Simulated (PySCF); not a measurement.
Compound: C4H6BF.
SMILES with atom numbers: `[BH2:1]/[CH:2]=[C:3](\[F:4])[CH:5]=[CH2:6]` (hydrogens: H7, H8 on B1; H9 on C2; H10 on C5; H11, H12 on C6)

Torsions of this conformer, `[BH2:1]/[CH:2]=[C:3](\[F:4])[CH:5]=[CH2:6]`: C2–C3–C5–C6 180°.

The closed-shell ground state was solved at several levels (PySCF, density fitting, gas phase, non-relativistic). The structure is a single GFN2-xTB conformer in the gas phase; no vibrational or solvent corrections.

```
            level  basis functions  HOMO (eV)  LUMO (eV)  gap (eV)  dipole (D)
    PBE0/pcSseg-1              132      -7.52      -2.48      5.04        2.78
wB97X-D/def2-SVPD              171      -9.25      -0.75      8.50        2.60
```

What might B3LYP/pcJ-1 (222 basis functions) give for the same quantities?

HOMO -7.29 eV, LUMO -2.65 eV, gap 4.64 eV, dipole 2.82 D.

Over all these levels, which gives the widest orbital gap and which the narrowest?

wB97X-D/def2-SVPD (range-separated hybrid) has the widest, 8.50 eV, and B3LYP/pcJ-1 (global hybrid, 20 % exact exchange) the narrowest, 4.64 eV. Functional and basis both differ between the two, so the spread mixes both effects.

How far do the dipole and the HOMO energy spread over the levels?

The dipole runs from 2.60 to 2.82 D (mean 2.73 D) and the HOMO from -9.25 to -7.29 eV.
